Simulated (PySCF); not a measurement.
C6H7ClNO (doublet state).
Structure used (GFN2-xTB), in Å, numbered top down from 1:
```
atom  x, y, z in Å
C1    -0.2048    1.7581    0.4005
C2     0.3016    0.5421    0.5382
C3    -0.2538   -0.4868    1.5018
C4    -1.1645   -1.3417    0.7705
C5    -1.8027   -1.6290   -0.2910
Cl6   -1.7267   -0.6063   -1.8175
C7     1.4972    0.0613   -0.2297
N8     1.5125    0.4245   -1.5317
O9     2.3869   -0.5751    0.2936
H10    0.2218    2.4777   -0.2779
H11   -1.0521    2.0884    0.9786
H12    0.5811   -1.0784    1.8903
H13   -0.7781   -0.0074    2.3313
H14   -2.4599   -2.4565   -0.4782
H15    2.2556    0.0717   -2.1135
H16    0.6784    0.7665   -1.9767
```

The hyperfine couplings belong to this conformer and change with its torsions.

Identity: `C=C(C/[C]=C\Cl)C(N)=O` [radical].

Level of theory: UKS B3LYP, pcH-1 on C Cl H N O, non-relativistic, mean-field spin-orbit, GIAO in PySCF 2.14.0. Isolated species at its GFN2-xTB geometry (one conformer only). The geometry wasn't refined by DFT: couplings that depend on bond lengths, twists or pyramidal angles can differ widely from those at the functional's own minimum. The frame is twisted about the C2–C7 bond at this geometry (dihedral C1–C2–C7–N8 = -42°); couplings at other torsion angles weren't computed. The SCF solution wasn't tested for stability.

Question: Match the computed a_iso(13C) values +193.8, +66.9, +56.6, -3.3, +2.0 MHz with the sites C1; C2; C3; C4; C5.

Answer: 
```
site  a_iso (MHz)  ρ(0) (bohr⁻³)                 position  distance from C4 (Å)  spin population  largest |T| (MHz)
  C1         +2.0        +0.0018          3 bonds from C4                  3.27            +0.04                5.6
  C2        +56.6        +0.0504          2 bonds from C4                  2.40            +0.03               12.6
  C3         -3.3        -0.0029           1 bond from C4                  1.45            -0.05                5.9
  C4       +193.8        +0.1728  largest spin population                  0.00            +0.89              135.6
  C5        +66.9        +0.0596           1 bond from C4                  1.27            -0.12               13.7
```

ρ(0) is the spin density at the nucleus and T the dipolar tensor; a_iso includes a spin–orbit part; entries for several nuclei are means. The Mulliken spin populations are largest on C4 (+0.89), Cl6 (+0.16) and C5 (-0.12).

The spin density at the nucleus, in bohr⁻³, is negative for C3 (-0.0029), for instance. A restricted open-shell determinant has no negative spin density anywhere; here it arises because α and β orbitals differ (spin polarisation).

Class means assume fast exchange of nuclei equivalent by connectivity; if that motion is slow, each nucleus keeps its own coupling. H15 and H16 aren't averaged: N8 is flat or nearly so (angle sum 357°), and its turn about the short N8–C7 bond (1.35 Å) is taken as slow. The 1H value of +26.6 MHz is a mean of couplings from 16.5 to 36.8 MHz in this one geometry, not an average over conformers.

The run took 2.4 min wall (with the writing of density and orbital grids) on Arm Neoverse V1, one thread, no GPU, shared host, and the process peaked at 1.1 GiB of memory.
